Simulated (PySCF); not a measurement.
# Working out the ionisation energy of Sb

Sb [Kr] 4d10 5s2 5p3 (4S) → Sb⁺ [Kr] 4d10 5s2 5p2 (3P). Computed with PySCF 2.14 in cc-pVDZ-PP with ECP28MDF (4s3p2d, 23 functions), with scalar relativity through the core potential. Frozen: 4s2 4p6 4d10. Energies in hartree (1 hartree = 27.21139 eV):

```tsv
part	Sb (lower)	Sb⁺ (upper)
UHF	-239.272659	-238.956599
CCSD correlation	-0.058976	-0.049917
(T)	-0.000592	-0.000514
```

What does Hartree-Fock give?

(-238.956599) − (-239.272659) = 0.316060 hartree = 8.600 eV.

What do CCSD and CCSD(T) give?

The CCSD correlation energies differ by 0.009059 hartree = 0.247 eV and the triples by 0.000078 hartree = 0.002 eV, so CCSD gives 8.847 eV and CCSD(T) 8.849 eV.

Measured between the centres of the two terms (NIST): 9.124 eV, so CCSD(T) (valence) is off by -0.275 eV.

A double-zeta basis recovers only part of the correlation energy.

What remains against the reference includes basis incompleteness, the frozen core and higher excitations.
